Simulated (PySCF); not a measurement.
PBE0 on Sn- (tin, charge -1), [Kr] 4d10 5s2 5p3, high-spin 4S determinant. Computed with PySCF 2.14 in aug-cc-pVQZ-PP with one added diffuse shell each of s, p, d, f, g type with ECP28MDF (8s8p6d4f3g, 117 functions), with scalar relativity through the core potential.

```
cycle= 1 E= -214.31120045797  delta_E= -0.00572  |g|= 0.0256  |ddm|= 0.616
cycle= 2 E= -214.311424855612  delta_E= -0.000224  |g|= 0.0131  |ddm|= 0.108
cycle= 3 E= -214.311463332309  delta_E= -3.85e-05  |g|= 0.00189  |ddm|= 0.0288
cycle= 4 E= -214.31146520416  delta_E= -1.87e-06  |g|= 0.000871  |ddm|= 0.0101
cycle= 5 E= -214.311465801225  delta_E= -5.97e-07  |g|= 4.31e-05  |ddm|= 0.00331
cycle= 6 E= -214.311465810774  delta_E= -9.55e-09  |g|= 5.35e-06  |ddm|= 0.000936
cycle= 7 E= -214.311465810951  delta_E= -1.77e-10  |g|= 8.18e-07  |ddm|= 0.000137
converged SCF energy = -214.311465810951  <S^2> = 3.7514147  2S+1 = 4.0007073
```

Highest occupied orbital energy: 0.258 eV; ⟨L²⟩ = 0.00; populations by l: s 4.00, p 9.00, d 10.00, f 0.00.

(1) Can this result be used?

Results:

(1) With care. The calculation finished and met its thresholds. Energies and moments cover only the electrons outside the core potential. At PBE0 the highest occupied level has a positive energy, so only the finite basis holds that electron; in a semilocal or global hybrid functional this comes from self-interaction and does not mean that the real anion is unbound.
